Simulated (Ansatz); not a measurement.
Ansatz (a first-principles code) input (PBE/def2-SVP):

Ansatz 0.2 input:
```yaml
crystal:
  periodic: [false, false, false]
  atoms:
    - {symbol: Sn, position_ang: [0.00000000, 0.00000000, 0.00000000]}
    - {symbol: O, position_ang: [-0.00000000, -0.00000000, -1.81395700]}
    - {symbol: O, position_ang: [0.00000000, 0.00000000, 1.81395700]}
basis:
  gaussian:
    orbitals: def2-SVP
hamiltonian:
  xc: {name: PBE}
output: {forces: true}
```

Output:

```
Functional definition: PBE
integrals: 0.01 GiB planned
577 factors; their error is unknown
mean field: 0.10 GiB planned
mean field evaluation 1: about -9897.0924 eV, gradient 9.3e1 eV
mean field evaluation 2: about -9733.7737 eV, gradient 2.3e2 eV
mean field evaluation 4: about -9915.2943 eV, gradient 1.0e1 eV
mean field evaluation 8: about -9915.5757 eV, gradient 1.9e-1 eV
mean field evaluation 16: about -9915.5650 eV, gradient 7.1e-6 eV
mean field -9915.56501757 eV, -364.3902933845 hartree, gradient 7.1e-6 eV, S^2 0.000000; 0 other end points of the search recorded, 0 dependent functions left out
the calculation of the forces begins
reference -9915.56504788 eV, -364.3902944981 hartree; 19, 19 occupied and 35, 35 virtual orbitals, 577 factors
Total energy: -9915.56504788 eV, -364.3902944981 hartree
Atom 0 at     0.000000     0.000000     0.000000 Å, force    -0.000000    -0.000000     0.000000 eV/Å
Atom 1 at    -0.000000    -0.000000    -1.813957 Å, force     0.000000     0.000000    -1.259006 eV/Å
Atom 2 at     0.000000     0.000000     1.813957 Å, force     0.000000     0.000000     1.259006 eV/Å
Dipole moment:     0.000000    -0.000000     0.000000 e Å
```

The geometry given is a B3LYP-D3(BJ)/def2-TZVP minimum.
